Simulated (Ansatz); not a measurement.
The cluster B2Sb (the lowest doublet isomer of a short search), 3 atoms. Hardware: 2 threads of Intel Xeon 6975P-C on a shared host.

In the def2 sets Sb takes a core potential; there is no spin–orbit coupling. Correlated methods freeze 6 core orbitals; core or outer-core shells of Sb are correlated, in sets that lack core-valence functions.

**Question.** How many basis functions does each of these Ansatz runs have, and roughly what does it cost? B3LYP-D4/def2-TZVP, charge 0 quartet, energy, from earlier orbitals; PBE-D4/def2-TZVPD, charge -1 singlet, energy, from earlier orbitals; PBE0-D4/def2-TZVP, charge 0 quartet, energy, from earlier orbitals; PBE0-D4/def2-TZVP, charge 1 singlet at the geometry of the charge 0 doublet, energy; revPBE-D4/def2-TZVP, charge 0 quartet, energy, from earlier orbitals; revPBE-D4/def2-TZVP, charge 0 doublet, energy, from earlier orbitals; RPA@PBE/def2-TZVP, charge 0 quartet, energy, from earlier orbitals; MP2/def2-TZVP, charge 0 quartet, energy, from earlier orbitals; B2PLYP/def2-TZVP, charge 0 quartet, energy, from earlier orbitals; CCSD(T)/def2-TZVPP, charge 0 doublet, energy, from earlier orbitals; CCSD(T)/def2-TZVPP, charge 1 singlet at the geometry of the charge 0 doublet, energy, from earlier orbitals; B3LYP-D4/def2-TZVP, charge 1 singlet at the geometry of the charge 0 doublet, energy, from earlier orbitals.

**Answer.** Other jobs shared the machine, so times can vary by a factor of up to 3. A dash marks memory too small to be measured apart from the calling script's.

```
                                                                                                        run  functions  fitting or Cholesky vectors  wall time  peak host memory (GiB)
                        PBE0-D4/def2-TZVP, charge 1 singlet at the geometry of the charge 0 doublet, energy        112                          779      0.7 s                       –
                                        PBE-D4/def2-TZVPD, charge -1 singlet, energy, from earlier orbitals        130                          743     0.75 s                       –
                                       revPBE-D4/def2-TZVP, charge 0 quartet, energy, from earlier orbitals        112                          721     0.95 s                       –
B3LYP-D4/def2-TZVP, charge 1 singlet at the geometry of the charge 0 doublet, energy, from earlier orbitals        112                          774     0.95 s                       –
                                       revPBE-D4/def2-TZVP, charge 0 doublet, energy, from earlier orbitals        112                          721      1.2 s                       –
                                             MP2/def2-TZVP, charge 0 quartet, energy, from earlier orbitals        112                          860      1.2 s                       –
                                        B3LYP-D4/def2-TZVP, charge 0 quartet, energy, from earlier orbitals        112                          774      1.6 s                       –
                                         RPA@PBE/def2-TZVP, charge 0 quartet, energy, from earlier orbitals        112                          860      1.9 s                       –
                                          B2PLYP/def2-TZVP, charge 0 quartet, energy, from earlier orbitals        112                          860      2.5 s                       –
                                         PBE0-D4/def2-TZVP, charge 0 quartet, energy, from earlier orbitals        112                          779      2.5 s                       –
CCSD(T)/def2-TZVPP, charge 1 singlet at the geometry of the charge 0 doublet, energy, from earlier orbitals        112                          857      4.4 s                       –
                                        CCSD(T)/def2-TZVPP, charge 0 doublet, energy, from earlier orbitals        112                          857        9 s                    0.78
```
